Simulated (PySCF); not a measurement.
C4H4BrCl, SMILES C(Cl)C=C=CBr.

The structure is a stationary point at PBE0-D3(BJ)/def2-SVP. The structure was generated by enumeration; whether it is a known compound was not checked. Other conformers were not sampled.

Level of theory: TDDFT-CAM-B3LYP/def2-SVPD in PySCF.

Vertical excitations. 

```csv
state,energy (eV),λ (nm),f,main pairs
S1,4.68,265,0.001,HOMO→LUMO 93 %
S2,5.97,208,0.019,"HOMO−2→LUMO 60 %, HOMO−1→LUMO 20 %"
S3,6.01,206,0.005,"HOMO−1→LUMO+1 70 %, HOMO−2→LUMO 14 %"
S4,6.33,196,0.016,"HOMO→LUMO+1 44 %, HOMO−1→LUMO 37 %, HOMO−2→LUMO 12 %"
S5,6.51,190,0.001,"HOMO→LUMO+2 64 %, HOMO−5→LUMO 12 %"
S6,6.68,186,0.739,"HOMO→LUMO+1 39 %, HOMO−1→LUMO 29 %, HOMO−4→LUMO 9 %"
S7,6.78,183,0.016,HOMO−3→LUMO 65 %
S8,7.02,177,0.440,HOMO−4→LUMO 55 %
S9,7.08,175,0.004,HOMO−2→LUMO+1 83 %
S10,7.19,173,0.018,"HOMO→LUMO+3 37 %, HOMO−5→LUMO 30 %, HOMO→LUMO+2 11 %"
T1,4.13,300,0,"HOMO−1→LUMO 66 %, HOMO→LUMO+1 10 %"
T2,4.25,292,0,HOMO→LUMO 92 %
T3,4.42,281,0,"HOMO→LUMO+1 61 %, HOMO−1→LUMO 13 %"
T4,5.41,229,0,HOMO−2→LUMO 78 %
```
Triplets are in the Tamm–Dancoff approximation, which puts them higher than full response would, so one can lie above its singlet here.
